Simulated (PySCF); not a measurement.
## Relaxation of singlet Se₃

All numbers come from PBE0 in PySCF with Se def2-TZVP; no relativity; density-fitted integrals. A (50,194) grid was used.

A start displaced from a saddle point along its imaginary mode, of C2v symmetry, held to at least that symmetry:

```xyz
3
charge 0 multiplicity 1, angstrom
Se   -0.1071   -0.0542    0.0000
Se    0.0535    0.0271    2.3029
Se    0.0535    0.0271   -2.3029
```

Optimiser trace:
```
step  E − E(last) (kJ/mol)  largest gradient (Eh/bohr)
   0                200.22                     0.04342
   1                123.40                     0.03183
   2                 47.98                     0.03709
   3                  9.92                     0.02100
   4                  0.55                     0.00719
   5                  0.06                     0.00230
   6                  0.00                     0.00006
```

It ends at C2v with Se–Se 2.193 Å (×2); Se–Se–Se 115.8°. The frequency run here used a shortcut that can spoil soft modes, so no verdict on minimum or saddle point is given.

Final geometry:
Coordinates in bohr (charge 0 multiplicity 1):
```
Se   -1.3103   -0.6630    0.0000
Se    0.6552    0.3315    3.5092
Se    0.6552    0.3315   -3.5092
```

The relaxation took about 100 core-seconds on a shared host.
